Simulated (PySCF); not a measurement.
A structure optimised at PBE-D3(BJ)/def2-SVP, used in a PySCF frequency run:

```
Al
I 1 2.5168
I 1 2.5168 2 120.72
```
Charge 0, spin multiplicity 2.

Problem. Write its SMILES, formula and point group.

Solution. [I][Al][I], AlI₂, C2v

Problem. What are its rotational constants (standard atomic weights)?

Solution. 13.376, 0.41611, 0.40355 GHz
